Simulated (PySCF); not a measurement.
Spectrum to structure. Method used: TDDFT CAM-B3LYP/def2-SVPD, vertical, gas phase, core orbitals frozen in the response (PySCF). Geometries: GFN2-xTB, one conformer each.

```json
{"state": "S1", "λ (nm)": "192.1", "f": "0.0008"}
{"state": "S2", "λ (nm)": "175.8", "f": "0.012"}
{"state": "S3", "λ (nm)": "169.4", "f": "0.019"}
{"state": "S4", "λ (nm)": "167.8", "f": "0.041"}
{"state": "S5", "λ (nm)": "159.8", "f": "0.017"}
{"state": "S6", "λ (nm)": "159.0", "f": "0.0016"}
{"state": "S7", "λ (nm)": "151.5", "f": "0.041"}
{"state": "S8", "λ (nm)": "148.2", "f": "0.030"}
```

Triplets computed (Tamm–Dancoff): 6.15, 6.89, 7.08 eV.

Orbital energies (eV): HOMO-3 -11.08, HOMO-2 -10.95, HOMO-1 -10.83, HOMO -8.85, LUMO 0.88, LUMO+1 1.15, LUMO+2 1.41.

Question: Which candidate is it? All have the formula CH10FNSi3.
A. `CN[SiH2][SiH2][SiH2]F`
B. `CN[SiH2][Si@H](F)[SiH3]`
C. `[SiH3]N([Si@@H](F)C)[SiH3]`
D. `F[SiH2]N([SiH3])C[SiH3]`

Answer: C. Its S1, at 6.45 eV, is the highest among the candidates; the nearest of the others has S1 at 5.81 eV. S1 is HOMO→LUMO (90%). Löwdin shares by element: HOMO nitrogen 48%, silicon 23% (atoms not listed hold the other 29%); LUMO silicon 48%, hydrogen 7% or more (atoms not listed hold the other 45%). At the same level the other candidates give, for their lowest levels:
- `F[SiH2]N([SiH3])C[SiH3]`: 213 nm (f 0.005); 208 nm (f 0.003); 182 nm (f 0.006); 180 nm (f 0.022); 170 nm (f 0.097); T1 5.50 eV; HOMO -8.22, LUMO 0.81 eV
- `CN[SiH2][Si@H](F)[SiH3]`: 245 nm (f 0.003); 216 nm (f 0.026); 209 nm (f 0.059); 195 nm (f 0.015); 188 nm (f 0.038); T1 4.75 eV; HOMO -8.36, LUMO -0.29 eV
- `CN[SiH2][SiH2][SiH2]F`: 236 nm (f 0.015); 208 nm (f 0.037); 196 nm (f 0.082); 189 nm (f 0.029); 186 nm (f 0.012); T1 4.97 eV; HOMO -8.19, LUMO -0.08 eV

The values belong to the conformer `[CH3:1][Si@H:2]([F:3])[N:4]([SiH3:5])[SiH3:6]`: C1–Si2–N4–Si5 -58°.
